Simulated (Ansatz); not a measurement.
Question: Name a neutral molecule of Cl, F, N, Si and H with HOMO energy (ωB97M-V/def2-TZVPP) between -10.90 and -10.60 eV and size of the dipole moment (B3LYP/def2-TZVPP) between 2.75 and 3.05 D (Ansatz, PBE0-D4/def2-TZVP geometry).

Answer: `N[Si](F)(F)Cl` (-10.86 eV, 2.75 D). Other molecules can fit too; these were computed, each in one conformer that needn't be the lowest.

B3LYP here is the variant with VWN-RPA as its local correlation; programs differ in this.
